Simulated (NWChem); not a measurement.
C₂H₈Ti; SMILES [CH3][TiH2][CH3]

All runs: NWChem. The geometry was optimised at PBE0/def2-SVP.

For level PBE/def2-TZVPD:

```
Property          Result
----------------  ------
orbital gap (eV)    3.35
dipole (D)          1.43
```

Question: What are these values for level PBE/3-21G?

Answer: 
| Property | Result |
|---|---|
| orbital gap (eV) | 3.67 |
| dipole (D) | 1.70 |
